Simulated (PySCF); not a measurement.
How methods differ on the ionisation energy of Br²⁺

Br²⁺ [Ar] 3d10 4s2 4p3 (4S) → Br³⁺ [Ar] 3d10 4s2 4p2 (3P), as a difference of total energies. All numbers are calculated (PySCF 2.14, scalar relativity through the core potential, in cc-pVTZ-PP with ECP10MDF (5s4p3d1f, 39 functions)). Correlated levels: valence: 3s2 3p6 3d10 frozen. The calculations carry no spin-orbit coupling.

```tsv
method	ionisation energy (eV)
UHF	34.623
B3LYP	35.038
PBE	35.007
MP2 (valence)	35.149
SCS-MP2 (valence)	34.993
CCSD (valence)	35.113
CCSD(T) (valence)	35.139
```

Question: How much does correlation contribute at CCSD(T) (valence)?

Answer: 35.139 − (34.623) = 0.516 eV, measured against UHF.

The reference lies between the lowest fine-structure levels, while these numbers refer to the centres of the terms.

Errors of the correlated levels include the incompleteness of this basis and the frozen core.

For comparison: 34.871 ± 0.019 eV (measured; NIST Atomic Spectra Database, ionization energies).
